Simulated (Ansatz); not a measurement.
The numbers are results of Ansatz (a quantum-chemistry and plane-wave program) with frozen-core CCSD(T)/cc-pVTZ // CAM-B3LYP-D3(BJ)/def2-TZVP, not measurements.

Ansatz 0.2 input:
```yaml
crystal:
  periodic: [false, false, false]
  atoms:
    - { symbol: F, position_ang: [1.442175, -0.263704, -0.116392] }
    - { symbol: Si, position_ang: [-0.055086, 0.007448, 0.388774] }
    - { symbol: H, position_ang: [-0.914627, -1.077322, -0.14442] }
    - { symbol: H, position_ang: [-0.472462, 1.333576, -0.12796] }
basis:
  gaussian: { orbitals: cc-pVTZ }
correlation:
  method: ccsd_t
magnetization:
  spin_polarized: true
  initial_magnetization: 1
```

Output:

```
Functional definition: HF
541 factors; integrals over basis functions are off by at most 1.0e-3 eV
mean field evaluation 1: about -10599.9577 eV, gradient 1.8e1 eV
mean field evaluation 2: about -10599.9674 eV, gradient 1.8e1 eV
mean field evaluation 4: about -10601.5157 eV, gradient 1.9e0 eV
mean field evaluation 8: about -10601.5751 eV, gradient 1.3e-3 eV
mean field evaluation 16: about -10601.5589 eV, gradient 2.4e-1 eV
mean field -10601.57507782 eV, -389.6006981043 hartree, gradient 4.6e-6 eV, S^2 0.753602; 0 other end points of the search recorded, 0 dependent functions left out
6 core orbitals not correlated
reference -10601.57507782 eV, -389.6006981043 hartree; 7, 6 occupied and 79, 80 virtual orbitals, 541 factors
second order -9.72821788 eV of doubles, -0.00000000 eV of singles
cycle   1  -9.88803612 eV  change   -1.6e-1 eV  update   7.1e-2
cycle   2  -10.13743004 eV  change   -2.5e-1 eV  update   2.3e-2
cycle   3  -10.20734598 eV  change   -7.0e-2 eV  update   1.3e-2
cycle   4  -10.19961363 eV  change    7.7e-3 eV  update   3.7e-3
cycle   5  -10.19965274 eV  change   -3.9e-5 eV  update   1.8e-3
cycle   6  -10.20047341 eV  change   -8.2e-4 eV  update   5.8e-4
cycle   7  -10.20030241 eV  change    1.7e-4 eV  update   2.5e-4
cycle   8  -10.20033353 eV  change   -3.1e-5 eV  update   7.2e-5
cycle   9  -10.20036193 eV  change   -2.8e-5 eV  update   2.6e-5
cycle  10  -10.20034863 eV  change    1.3e-5 eV  update   1.2e-5
perturbative correction -0.28438754 eV, -0.0104510494 hartree
Total energy: -10612.05981399 eV, -389.9860050518 hartree
```

Cost: about 10 core-seconds (a rough figure).
